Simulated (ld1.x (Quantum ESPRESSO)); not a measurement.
Ga, ultrasoft: configuration errors across variants

- Element: Ga (Z = 31)
- Generator: ld1.x (Quantum ESPRESSO) 7.5
- Type: ultrasoft
- Functional: PBEsol
- Relativity: scalar-relativistic
- Frozen core: [Ar]
- Valence charge: 13
- Reference configuration: 3d10 4s1.5 4p1.5
- Partial waves: 4s (bound): rcut 1.65, rcutus 1.90 bohr; 4s channel at 0.7 Ry: rcut 1.65, rcutus 1.90 bohr; 4p (bound): rcut 2.60, rcutus 3.00 bohr; 4p channel at 1 Ry: rcut 2.60, rcutus 3.00 bohr; 3d (bound): rcut 0.80, rcutus 0.95 bohr; 3d channel at -0.6 Ry: rcut 0.80, rcutus 0.95 bohr
- Local potential: all-electron potential smoothed inside 1.50 bohr (lloc = -1)
- Core correction: none
- Augmentation charge: PSQ, inside the norm-conserving radii

All-electron excitation energies from the reference (eV): (1) 3d10 4s2 4p1 -3.237; (2) 3d10 4s2 4p0 2.443; (3) 3d10 4s1 4p0 23.578; (4) 3d10 4s2 4p0.5 -1.210; (5) 3d10 4s2 4p1.3 -3.767; (6) 3d10 4s1 4p2 3.314; (7) 3d10 4s1 4p1 9.848.

The overlap operator is not positive definite (basis up to 400 Ry) in “base”, “local potential all-electron potential smoothed inside 1.18 bohr (lloc = -1)”, “local potential all-electron potential smoothed inside 1.66 bohr (lloc = -1)”, “local potential all-electron potential smoothed inside 2.12 bohr (lloc = -1)”, “local potential all-electron potential smoothed inside 2.54 bohr (lloc = -1)”. Such files are unfit for use, however small their errors in these radial tests.

A true bound ghost makes a file unfit for plane-wave use even where its test errors are small: the radial tests pick states by their node count and pass the ghost by.

Errors AE − PS in meV (a dash: test not solved or not reliable):

| change | (1) | (2) | (3) | (4) | (5) | (6) | (7) | bound ghosts |
| --- | --- | --- | --- | --- | --- | --- | --- | --- |
| base | +1.6 | -1.2 | -17 | +1.4 | +1.5 | +1.0 | -1.8 | not determined (overlap not positive) |
| local potential all-electron potential smoothed inside 1.18 bohr (lloc = -1) | +1.6 | -1.2 | -17 | +1.4 | +1.4 | +1.0 | -1.9 | s (p not tested, overlap not positive) |
| local potential all-electron potential smoothed inside 1.66 bohr (lloc = -1) | +1.6 | -1.2 | -18 | +1.4 | +1.5 | +1.0 | -1.9 | not determined (overlap not positive) |
| local potential all-electron potential smoothed inside 2.12 bohr (lloc = -1) | +1.6 | -1.2 | -19 | +1.3 | +1.5 | +1.0 | -1.9 | not determined (overlap not positive) |
| local potential all-electron potential smoothed inside 2.54 bohr (lloc = -1) | +1.2 | -1.3 | -19 | +0.2 | +1.5 | +0.1 | -2.0 | not determined (overlap not positive) |
| local potential all-electron potential smoothed inside 3.04 bohr (lloc = -1) | +1.7 | -1.3 | -20 | +1.7 | +1.5 | +1.3 | -2.0 | none |

Q: Give the same row for: local potential all-electron potential smoothed inside 3.38 bohr (lloc = -1).

A: +1.7, -1.5, -20, +1.5, +1.5, +1.2, -2.0; bound ghosts: none.
